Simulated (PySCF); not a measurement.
Computed properties of Sn(OH)2 (H₂O₂Sn), SMILES [OH][Sn][OH]

Sn(OH)2 (H₂O₂Sn), SMILES [Sn]([OH])[OH] (connectivity only; charge and spin as stated), neutral, multiplicity 1. Geometry optimised at B3LYP-D3(BJ)/def2-TZVP. The def2 effective core potentials stand for the cores of Sn; spin–orbit coupling is left out. Other conformers were not sampled. All values are computed for the isolated molecule unless a solvent is named; none is compared with measurement here.

**Structure.** The optimised structure has Cs symmetry. All 9 harmonic modes at B3LYP-D3(BJ)/def2-TZVP (PySCF) are real, so it is a minimum. With heavy atoms numbered as in [Sn:1]([OH:2])[OH:4], the shortest bond between them is Sn1–O2 at 1.983 Å and the longest Sn1–O4 at 2.005 Å.

**Vibrations.** The strongest infrared lines (harmonic, unscaled, degenerate partners summed) lie at 362 cm⁻¹ (144 km/mol, H 91 %, O 9 %), 566 cm⁻¹ (119 km/mol, O 85 %, Sn 12 %), 600 cm⁻¹ (91 km/mol, O 86 %, Sn 12 %). The softest mode is at 188 cm⁻¹ and the zero-point energy is 16.1 kcal/mol.

**Electronic structure.** PBE0/def2-TZVPD (PySCF) places the frontier levels at -7.59 and -2.08 eV, a gap of 5.51 eV, and gives a dipole moment of 2.60 D and a mean polarisability of 50.8 bohr³.

**Excitations.** TDA-ωB97X/def2-SVPD (PySCF) has S1 at 4.72 eV (263 nm, f = 0.113, bright); the most intense of the 10 singlets computed lies at 7.44 eV (f = 0.54). T1 (TDA) is at 3.56 eV, 1.16 eV under S1. No vertical singlet excitation falls in the visible range (under 3.1 eV).
